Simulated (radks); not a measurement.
Values are calculated unless marked as measured or tabulated.
The phosphorus anion P3-, 18 electrons, occupied as [Ar].

Code: a radial shooting solver on a logarithmic mesh with Libxc functionals. Model: non-relativistic Kohn-Sham, r2SCAN, spin-polarised, spherical densities, point nucleus; meta-GGA in the generalised Kohn-Sham scheme; Watson sphere of charge +3.01 and radius 3.25 bohr.

Energy parts (Ry; the electron-nucleus part includes the sphere):
total: -713.68158
kinetic: 682.85897
electron-nucleus: -1688.69527
Hartree: 340.01514
exchange-correlation: -47.86041

Orbitals (lengths in bohr, moments of r in powers of bohr; <r^-3> diverges for s and p1/2; r(max) is where P^2 peaks; r(90%) holds 90 % of the orbital's charge):
| orbital | occ. | eigenvalue (Ry) | r(90%) | r(max) | <r^-3> | <r^2> |
|---|---|---|---|---|---|---|
| 1s | 2 | -153.3250 | 0.186 | 0.06805 | - | 0.01455 |
| 2s | 2 | -12.77304 | 0.815 | 0.4200 | - | 0.3218 |
| 2p | 6 | -9.05704 | 0.810 | 0.3555 | 62.67 | 0.2955 |
| 3s | 2 | -0.98674 | 3.27 | 1.657 | - | 5.187 |
| 3p | 6 | -0.43224 | 4.29 | 2.121 | 2.397 | 8.826 |

The highest occupied level is 3p at -5.881 eV. The electron density at the nucleus is 2185 e/bohr^3.
